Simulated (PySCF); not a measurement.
Atomic charges by several schemes

Compound: C5H9N3SSi.
Geometry (GFN2-xTB, Å), atoms numbered from 1 in this order:
```
atom  x, y, z in Å
C1    -3.4163    0.6506   -0.2917
C2    -2.4972   -0.3128   -0.2729
C3    -1.0857   -0.1330   -0.0886
N4    -0.4731    1.0742    0.0967
N5     0.8481    0.9533    0.2345
C6     1.1118   -0.3409    0.1352
S7     2.7588   -0.8774    0.2408
Si8    3.4921    1.1308    0.5775
C9    -0.0670   -1.0884   -0.0697
N10   -0.1654   -2.4626   -0.1316
H11   -3.1726    1.6913   -0.1610
H12   -4.4572    0.4242   -0.4374
H13   -2.8014   -1.3432   -0.4020
H14   -0.9078    1.9791    0.1421
H15    2.9092    1.6113    1.8173
H16    4.9225    0.8645    0.7174
H17    3.2133    1.9199   -0.6090
H18   -0.9358   -2.8155   -0.6788
H19    0.7141   -2.9162   -0.3317
```

Density: PBE0/pcSseg-1 (PySCF); schemes: Mulliken, IAO, Hirshfeld and ESP-fitted. One conformer (not necessarily the lowest) at the GFN2-xTB geometry, without solvent, vibrations or thermal averaging.

Question: Tabulate the Mulliken, IAO, Hirshfeld and ESP-fitted charges.

Answer: In e; atoms taken as equivalent share a row and are averaged (×n: the atom named and its like, n in all):

```
       atom                       environment  Mulliken     IAO  Hirshfeld  ESP-fitted
         C1              terminal =CH2 carbon    -0.132  -0.334     -0.112      -0.455
         C2                  alkene CH carbon    -0.131  -0.146     -0.053      -0.259
         C3       substituted aromatic carbon    +0.284  +0.010     +0.003      +0.223
         N4             pyrrole-type nitrogen    -0.324  -0.130     -0.025      -0.212
         N5            pyridine-type nitrogen    -0.308  -0.255     -0.116      -0.308
         C6       substituted aromatic carbon    +0.078  -0.071     -0.016      +0.177
         S7         sulfur bonded to C and Si    -0.186  -0.129     -0.084      -0.257
        Si8                      SiH3 silicon    +0.545  +0.572     +0.278      +0.346
         C9  aromatic carbon bearing nitrogen    -0.064  +0.049     +0.008       0.000
        N10             aniline-type nitrogen    -0.436  -0.514     -0.201      -0.735
        H11                  vinylic hydrogen    +0.105  +0.137     +0.042      +0.188
        H12                  vinylic hydrogen    +0.122  +0.159     +0.049      +0.198
        H13                  vinylic hydrogen    +0.096  +0.151     +0.052      +0.216
        H14                      N–H hydrogen    +0.188  +0.299     +0.156      +0.344
H15/H16/H17                     Si–H hydrogen    -0.072  -0.113     -0.077      -0.062
    H18/H19                      N–H hydrogen    +0.190  +0.271     +0.126      +0.359
```

Mean size of the charges over all atoms: ESP-fitted 0.254 e, IAO 0.202 e, Mulliken 0.189 e, Hirshfeld 0.088 e. Each set sums to the total charge, 0, to within 0.001 e. The IAO scheme projects the occupied orbitals on a minimal set of polarised atomic orbitals and counts the electrons in each atom's part of it.

Some averages cover members that differ in this geometry: H15/H16/H17, Mulliken -0.100 to -0.057; H18/H19, ESP-fitted +0.341 to +0.377; H15/H16/H17, IAO -0.130 to -0.104 e.

Lowest charge. All schemes agree: Mulliken N10 (-0.436); IAO N10 (-0.514); Hirshfeld N10 (-0.201); ESP-fitted N10 (-0.735).

Highest charge. The schemes don't all agree: Mulliken Si8 (+0.545); IAO Si8 (+0.572); Hirshfeld Si8 (+0.278); ESP-fitted H18/H19 (+0.359).

Question: How many electrons does the Hirshfeld scheme count on N4?

Answer: Z − q = 7 − (-0.025) = 7.025.

Question: How closely do the schemes follow one another over all atoms?

Answer: Correlation coefficient and root-mean-square difference: IAO with Hirshfeld 0.98, 0.141 e; IAO with ESP-fitted 0.91, 0.125 e; Mulliken with IAO 0.89, 0.112 e; Mulliken with ESP-fitted 0.89, 0.144 e; Mulliken with Hirshfeld 0.88, 0.142 e; Hirshfeld with ESP-fitted 0.87, 0.212 e.
